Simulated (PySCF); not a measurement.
```xyz
4
charge 0 multiplicity 2, angstrom
Sn    0.0000    0.0000   -0.7096
I     2.6064    0.0000    0.2240
I    -1.3032    2.2572    0.2240
I    -1.3032   -2.2572    0.2240
```

These are results of PySCF, UPBE, basis Sn def2-SVP with ECP28, I def2-SVP with ECP28 (scalar-relativistic core potentials, no spin–orbit coupling, density fitting), not measurements.

This geometry of SnI3 is a stationary point at this level.

(1) What is the point group?

(2) Is it a minimum?

(3) Which band is strongest in the infrared?

(4) What are the dipole moment and the gap between the highest occupied and lowest empty levels of either spin?

(5) What is the atomisation energy, with and without zero-point energy?

Results:

(1) C3v.

(2) Yes: all harmonic wavenumbers are real, though the softest, 43 cm⁻¹, leaves little margin.

(3) 189 cm⁻¹ (e), 56 km/mol.

(4) 1.16 D and 0.48 eV.

(5) 744 kJ/mol without, 740 kJ/mol with.

Other isomers or separated fragments may lie lower. With an element this heavy the missing spin–orbit coupling can shift these numbers.
